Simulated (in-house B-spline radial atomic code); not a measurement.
## Ionising neutral silver with different functionals

Computed with an all-electron radial atomic-structure program (B-spline basis): scalar-relativistic (spin-free X2C) Hamiltonian, Fermi nucleus of rms radius 4.5454 fm, spin-polarised at highest spin, spherical fractional occupations for the functionals, the average over the highest-spin determinants for Hartree-Fock. The ionisation energy is the difference of two self-consistent energies, [Kr] 4d10 5s1 → [Kr] 4d10, without Breit or QED terms; ε is the level of the shell that loses the electron (its least bound occupied spin orbital). There is no spin-orbit coupling in this Hamiltonian.

```csv
method,rung,ΔSCF (eV),-ε(5s) (eV)
Hartree-Fock,Hartree-Fock,6.35,6.48
HF fractional,Hartree-Fock,6.35,6.48
LDA VWN5,LDA,8.25,4.98
LDA PW92,LDA,?,?
LDA exchange-only,LDA,7.38,4.23
PBE,GGA,7.94,4.73
PBEsol,GGA,7.96,4.78
BLYP,GGA,8.00,4.67
RPBE,GGA,7.81,4.63
PW91,GGA,8.02,4.80
BP86,GGA,8.10,4.91
AM05,GGA,7.91,4.73
OLYP,GGA,7.58,4.37
TPSS,meta-GGA,7.70,4.63
SCAN,meta-GGA,?,?
r2SCAN,meta-GGA,7.79,4.96
revTPSS,meta-GGA,7.67,4.64
PBE0,global hybrid,7.63,5.31
B3LYP,global hybrid,7.89,5.29
TPSSh,global hybrid,7.59,4.87
BHandHLYP,global hybrid,7.42,5.84
r2SCAN0,global hybrid,7.59,5.54
B97-1,global hybrid,7.49,4.98
HSE06,range-separated hybrid,7.68,4.99
wB97X,range-separated hybrid,7.29,6.99
CAM-B3LYP,range-separated hybrid,7.74,6.44
LC-wPBE,range-separated hybrid,7.32,7.30
```

What does SCAN give?

ΔSCF 7.99 eV, and -ε(5s) = 5.13 eV.

What does LDA PW92 give?

ΔSCF 8.25 eV, and -ε(5s) = 4.98 eV.

Among the functionals, which spreads more, the ΔSCF values or the orbital energies?

The orbital energies: ΔSCF values span about 0.96 eV and the orbital energies 3.07 eV.

How do they compare with the NIST value?

NIST lists 7.576 eV (measured, ground level to ground level). Errors run from -1.22 to +0.68 eV; OLYP is closest (+0.00 eV), but part of that can be cancellation, since the calculations leave out Breit-QED terms. Hartree-Fock also lacks correlation.
